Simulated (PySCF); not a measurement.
**How the method changes the constants of TlP⁺**

State: ⁴Σ⁻ (quartet), unpaired electrons σ ↑, π ↑↑. Set-up: Tl def2-SVPD with ECP60, P def2-SVPD; scalar-relativistic core potentials (PySCF 2.14). De refers to Tl⁺ + P in their high-spin ground configurations, without counterpoise correction. The functionals are run spin-unrestricted. A positive dipole points towards P; it is taken about the centre of mass and depends on that origin. Levels whose curve was spin-contaminated or gave no clean fit are not listed.

```tsv
Level	Re (Å)	ωe (cm⁻¹)	De (eV)	μ (D)
UHF-MP2	3.354	82.0	n/a	n/a
UHF-SCS-MP2	3.417	76.5	n/a	n/a
UHF-CCSD	3.400	77.8	n/a	n/a
UHF-CCSD(T)	3.365	80.7	n/a	n/a
PBE	3.125	105	n/a	1.29
revPBE	3.225	90.9	n/a	1.07
r²SCAN	3.136	102	n/a	1.11
M06-L	3.217	100.0	n/a	0.71
PBE0	3.153	101	n/a	0.99
M06	3.122	116	n/a	1.14
ωB97X	3.182	106	n/a	0.67
```

The bond length runs from 3.122 Å (M06) to 3.417 Å (UHF-SCS-MP2).

Correlated steps freeze 9 core orbitals. These are scalar-relativistic numbers at best; spin–orbit coupling would shift them, the dissociation energy most. The state was picked by a PBE0 search and need not be the measured ground state.

The whole job (state search and all levels along the bond) took about 3 min on 1 thread of Oxide Virtual Turin-like (shared host), peak memory 0.77 GiB.
